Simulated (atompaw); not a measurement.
Pseudopotential generation for Yb (Z = 70): PAW (atompaw), PBEsol, scalar-relativistic.

- Element: Yb (Z = 70)
- Generator: atompaw 4.2.0.5
- Type: PAW
- Functional: PBEsol
- Relativity: scalar-relativistic
- Frozen core: [Kr] 4d10
- Valence charge: 24
- Reference configuration: 4f14 5s2 5p6 5d0 6s1.75 6p0 (charge +0.25)
- Partial waves: 5s (bound): rc 2.25 bohr; 6s (bound): rc 2.40 bohr; 5p (bound): rc 2.40 bohr; 6p (bound, empty): rc 2.20 bohr; 5d (bound, empty): rc 3.00 bohr; 5d channel at 0.2 Ry: rc 3.00 bohr; 4f (bound): rc 0.95 bohr; 4f channel at 0.3 Ry: rc 0.95 bohr
- Local potential: troulliermartins scheme with l = 4 at 0 Ry, radius 2.70 bohr
- Core correction: smooth core density matched at 1.60 bohr
- Augmentation charge: besselshape compensation charge, radius 2.80 bohr; PAW radius 3.00 bohr; waves and projectors: custom polynom2 7 10 vanderbiltortho

Does the generator finish with these settings?

Yes, a potential is produced.

Is the overlap operator S = 1 + Σ q|β⟩⟨β| positive definite (Bessel basis up to 400 Ry)?

Yes: its lowest eigenvalue is 0.56 (s channel).

A Bessel basis up to 400 Ry misses an occupied level by 0.40 Ry, so cutoffs and ghosts were not judged.
